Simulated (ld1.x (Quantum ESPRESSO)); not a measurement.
# Reading a pseudo-wave (Cr)

Columns: radius, all-electron u(r) and pseudo u(r) of the 3d shell (level -3.13 eV) of chromium in the configuration [Ar] 3d5 4s1 4p0; LDA (PZ), scalar-relativistic, TM semilocal scheme, ld1.x (Quantum ESPRESSO) 7.5.

```json
{"r (bohr)": "0.198", "all-electron": "0.1897", "pseudo": "0.1136"}
{"r (bohr)": "0.395", "all-electron": "0.5276", "pseudo": "0.5113"}
{"r (bohr)": "0.593", "all-electron": "0.7320", "pseudo": "0.7567"}
{"r (bohr)": "0.790", "all-electron": "0.7974", "pseudo": "0.7994"}
{"r (bohr)": "0.988", "all-electron": "0.7831", "pseudo": "0.7831"}
{"r (bohr)": "1.185", "all-electron": "0.7333", "pseudo": "0.7333"}
{"r (bohr)": "1.383", "all-electron": "0.6710", "pseudo": "0.6710"}
{"r (bohr)": "1.580", "all-electron": "0.6078", "pseudo": "0.6078"}
{"r (bohr)": "1.778", "all-electron": "0.5476", "pseudo": "0.5476"}
{"r (bohr)": "1.975", "all-electron": "0.4928", "pseudo": "0.4928"}
{"r (bohr)": "2.173", "all-electron": "0.4432", "pseudo": "0.4432"}
{"r (bohr)": "2.370", "all-electron": "0.3991", "pseudo": "0.3991"}
{"r (bohr)": "2.568", "all-electron": "0.3595", "pseudo": "0.3595"}
{"r (bohr)": "2.765", "all-electron": "0.3243", "pseudo": "0.3243"}
{"r (bohr)": "2.963", "all-electron": "0.2927", "pseudo": "0.2927"}
{"r (bohr)": "3.160", "all-electron": "0.2646", "pseudo": "0.2646"}
{"r (bohr)": "3.358", "all-electron": "0.2392", "pseudo": "0.2392"}
{"r (bohr)": "3.555", "all-electron": "0.2165", "pseudo": "0.2165"}
{"r (bohr)": "3.753", "all-electron": "0.1959", "pseudo": "0.1959"}
{"r (bohr)": "3.950", "all-electron": "0.1775", "pseudo": "0.1775"}
{"r (bohr)": "4.148", "all-electron": "0.1607", "pseudo": "0.1607"}
{"r (bohr)": "4.345", "all-electron": "0.1456", "pseudo": "0.1456"}
{"r (bohr)": "4.542", "all-electron": "0.1320", "pseudo": "0.1320"}
{"r (bohr)": "4.740", "all-electron": "0.1195", "pseudo": "0.1195"}
{"r (bohr)": "4.938", "all-electron": "0.1082", "pseudo": "0.1082"}
{"r (bohr)": "5.135", "all-electron": "0.0981", "pseudo": "0.0981"}
```

Task: How many radial nodes do the two functions have?

Result: The all-electron 3d function has n − l − 1 = 0; the pseudo-wave has 0.

Task: At about which radius was the pseudo-wave matched?

Result: 0.95 bohr, where the columns begin to agree (steps of 0.20 bohr).

Task: Is the pseudo-wave norm-conserving?

Result: Yes: the TM semilocal scheme keeps the norm inside the radius equal to the all-electron one, which fixes the energy derivative of the logarithmic derivative at the level.
